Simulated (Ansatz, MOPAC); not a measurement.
System: C5H13O, charge 1, multiplicity 1. SMILES: [OH2+]CCCCC

Atoms: C1, C2, C3, C4, C5, O6, H7, H8, H9, H10, H11, H12, H13, H14, H15, H16, H17, H18, H19. Bonds: C1-C2, C1-H7, C1-H8, C1-H9, C2-C3, C2-H10, C2-H11, C3-C4, C3-H12, C3-H13, C4-C5, C4-H14, C4-H15, C5-O6, C5-H16, C5-H17, O6-H18, O6-H19.

Bond lengths (Å) and angles (degrees) optimised at PM3 with MOPAC; HF/STO-3G with Ansatz (a quantum-chemistry and plane-wave program); B3LYP/LANL2DZ with Ansatz, each started from the B3LYP-D3(BJ)/def2-TZVP structure (Ansatz) of the last column. A row stands for all coordinates that are equal there; 13 of 41 kinds are shown. No wavenumbers were computed at HF/STO-3G, B3LYP/LANL2DZ, so these may be saddle points.

```json
[
 {"coordinate": "C1-C2", "PM3": "1.512", "HF/STO-3G": "1.540", "B3LYP/LANL2DZ": "1.542", "B3LYP-D3(BJ)/def2-TZVP": "1.525"},
 {"coordinate": "C1-H7", "PM3": "1.098 to 1.111", "HF/STO-3G": "1.086 to 1.089", "B3LYP/LANL2DZ": "1.098", "B3LYP-D3(BJ)/def2-TZVP": "1.092"},
 {"coordinate": "C1-H8", "PM3": "1.098", "HF/STO-3G": "1.086", "B3LYP/LANL2DZ": "1.096", "B3LYP-D3(BJ)/def2-TZVP": "1.090"},
 {"coordinate": "C2-C3", "PM3": "1.522", "HF/STO-3G": "1.545", "B3LYP/LANL2DZ": "1.547", "B3LYP-D3(BJ)/def2-TZVP": "1.530"},
 {"coordinate": "C2-H10", "PM3": "1.109", "HF/STO-3G": "1.089", "B3LYP/LANL2DZ": "1.100", "B3LYP-D3(BJ)/def2-TZVP": "1.094"},
 {"coordinate": "C3-C4", "PM3": "1.526", "HF/STO-3G": "1.549", "B3LYP/LANL2DZ": "1.561", "B3LYP-D3(BJ)/def2-TZVP": "1.541"},
 {"coordinate": "C4-C5", "PM3": "1.510", "HF/STO-3G": "1.542", "B3LYP/LANL2DZ": "1.515", "B3LYP-D3(BJ)/def2-TZVP": "1.494"},
 {"coordinate": "C4-H15", "PM3": "1.112", "HF/STO-3G": "1.089", "B3LYP/LANL2DZ": "1.099", "B3LYP-D3(BJ)/def2-TZVP": "1.095"},
 {"coordinate": "C1-C2-C3", "PM3": "110.9", "HF/STO-3G": "111.8", "B3LYP/LANL2DZ": "112.0", "B3LYP-D3(BJ)/def2-TZVP": "112.2"},
 {"coordinate": "C2-C3-C4", "PM3": "110.7", "HF/STO-3G": "111.3", "B3LYP/LANL2DZ": "111.3", "B3LYP-D3(BJ)/def2-TZVP": "111.7"},
 {"coordinate": "C3-C4-C5", "PM3": "108.9", "HF/STO-3G": "109.9", "B3LYP/LANL2DZ": "109.2", "B3LYP-D3(BJ)/def2-TZVP": "109.3"},
 {"coordinate": "C4-C5-O6", "PM3": "107.8", "HF/STO-3G": "108.4", "B3LYP/LANL2DZ": "107.9", "B3LYP-D3(BJ)/def2-TZVP": "107.8"},
 {"coordinate": "C2-C1-H7", "PM3": "111.8", "HF/STO-3G": "110.8", "B3LYP/LANL2DZ": "111.3", "B3LYP-D3(BJ)/def2-TZVP": "111.3"}
]
```

A range marks coordinates that this level makes unequal.

Mean signed difference of all 18 bond lengths from B3LYP-D3(BJ)/def2-TZVP: PM3 0.004 Å, HF/STO-3G 0.001 Å, B3LYP/LANL2DZ 0.009 Å.
